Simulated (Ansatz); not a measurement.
Basis-set series for Cl$_{2}$H$_{12}$N$_{2}$Si$_{5}$, SMILES `[SiH3]N([SiH3])[Si](Cl)(Cl)N([SiH3])[SiH3]`. Total charge 0; spin multiplicity 1. All single points use the PBE0-D4/def2-TZVP geometry. It is one conformer, not always the lowest.

```
functional       basis  functions  energy (Eh)  HOMO (eV)  LUMO (eV)
   PBE0-D4    def2-SVP        214  -2482.97194      -7.89      -0.06
   PBE0-D4  def2-TZVPP        524  -2483.94361      -7.97      -0.42
   ωB97M-V    def2-SVP        214  -2483.79760     -10.10       1.80
   ωB97M-V  def2-TZVPP        524  -2484.77279     -10.22       1.27
```

(1) Give the rows for def2-QZVPP. (Best estimate.)

Results:

(1) Ansatz gave: 
```json
{"functional": "PBE0-D4", "basis": "def2-QZVPP", "functions": "964", "energy (Eh)": "-2484.02772", "HOMO (eV)": "-7.99", "LUMO (eV)": "-0.50"}
{"functional": "ωB97M-V", "basis": "def2-QZVPP", "functions": "964", "energy (Eh)": "-2484.85096", "HOMO (eV)": "-10.23", "LUMO (eV)": "1.05"}
```

Positive LUMOs are unbound and depend on the basis.
